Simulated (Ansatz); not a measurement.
Relaxation of BrClF2H4O2W (11 atoms, charge 0, multiplicity 1), to a largest force component of 0.03 eV/Å in at most 50 steps.

These are results of RHF/def2-SVP in Ansatz 0.2.0, not measurements.

```xyz
11
Properties=species:S:1:pos:R:3
W -0.120 -0.482 -0.023
O -0.533 -0.483 1.840
H -1.135 -1.071 2.281
O 1.409 0.418 0.373
H 1.875 1.244 0.335
H -0.532 0.957 -0.745
Cl -2.413 -0.546 -0.499
F -0.255 -2.369 -0.018
F 0.557 -0.845 -1.715
Br -0.478 2.861 1.717
H -0.490 1.617 2.533
```

**Question.** Where does it end, and by what steps?

**Answer.** It converged. The force dipped under the threshold on the way, but the program's further checks kept it going. After 28 steps the energy has fallen by 0.338 eV; Br10 moved furthest, 1.54 Å.

```
step  energy less start (eV)  largest force component (eV/Å)  accepted
   0                  0.0000                           1.587       yes
   1                 -0.1795                           0.351       yes
   2                 -0.2283                           0.229       yes
   3                 -0.2428                           0.474       yes
   4                 -0.2614                           0.536       yes
   5                 -0.2691                           0.147       yes
   6                 -0.2783                           0.219       yes
   7                 -0.2831                           0.220       yes
   8                 -0.2885                           0.351       yes
   9                 -0.2925                           0.284       yes
  10                 -0.2954                           0.194       yes
  11                 -0.3022                           0.182       yes
  12                 -0.3051                           0.096       yes
  13                 -0.3098                           0.374       yes
  14                 -0.3127                           0.291       yes
  15                 -0.3261                           0.197       yes
  16                 -0.3235                           0.566        no
  17                 -0.3283                           0.125       yes
  18                 -0.3303                           0.176       yes
  19                 -0.3314                           0.161       yes
  20                 -0.3332                           0.127       yes
  21                 -0.3348                           0.098       yes
  22                 -0.3354                           0.062       yes
  23                 -0.3358                           0.116       yes
  24                 -0.3367                           0.112       yes
  25                 -0.3370                           0.054       yes
  26                 -0.3376                           0.023       yes
  27                 -0.3379                           0.032       yes
  28                 -0.3380                           0.028       yes
```

```xyz
11
Properties=species:S:1:pos:R:3
W -0.143 -0.609 -0.159
O -0.948 -0.154 1.464
H -1.777 -0.455 1.812
O 1.110 0.644 0.189
H 1.420 1.478 0.523
H -1.027 0.514 -1.038
Cl -2.196 -1.685 -0.663
F 0.448 -2.350 0.231
F 0.567 -0.922 -1.846
Br 0.635 2.987 2.772
H -0.204 1.851 2.793
```

Whether the end is a true minimum wasn't checked by a vibrational analysis.

Time of the run: 100 s on 4 threads of Arm Neoverse V1, with other jobs on the host, peak memory 0.54 GiB.
